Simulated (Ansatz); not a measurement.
The cluster Cu3Br4⁻. Total charge -1; singlet. Geometry PBE-D4/def2-SVPD.

```xyz
7

Cu    1.916   -0.297   -0.631
Cu   -1.417    1.060   -0.228
Cu    0.661   -1.625    1.037
Br   -3.265    2.445   -0.499
Br    0.689    1.408   -1.499
Br    2.873   -2.129    0.466
Br   -1.456   -0.863    1.353
```

At PBE-D4/def2-SVP the highest occupied level of the charge -1 singlet lies above zero (up to 0.01 eV). The electron is either unbound and held by the finite basis, or the level is raised by self-interaction error. Another isomer (singlet) lies 0.65 eV lower at PBE0-D4/def2-SVP; other spin states weren't run for this one.

Problem. Estimate the orbital energies around the gap (eV) in Ansatz with PBE-D4/def2-SVP, r2SCAN-D4/def2-SVP, B97M-V/def2-SVP, r2SCANh-D4/def2-SVP, PBE0-D4/def2-SVP.

Solution. 
```csv
orbital,PBE-D4/def2-SVP,r2SCAN-D4/def2-SVP,B97M-V/def2-SVP,r2SCANh-D4/def2-SVP,PBE0-D4/def2-SVP
HOMO−5,-1.63,-1.92,-1.97,-2.40,-3.01
HOMO−4,-0.60,-0.70,-0.82,-1.47,-2.55
HOMO−3,-0.49,-0.63,-0.80,-1.44,-2.54
HOMO−2,-0.30,-0.45,-0.63,-1.17,-2.01
HOMO−1,-0.21,-0.29,-0.40,-0.96,-1.86
HOMO,0.01,-0.12,-0.27,-0.80,-1.65
LUMO,1.61,1.82,1.64,2.08,2.31
LUMO+1,2.13,2.40,2.15,2.68,2.87
LUMO+2,2.98,3.21,3.10,3.48,3.73
LUMO+3,3.61,4.03,3.77,4.33,4.45
LUMO+4,3.92,4.12,4.01,4.45,4.81
LUMO+5,4.39,4.87,4.56,5.09,5.17
```
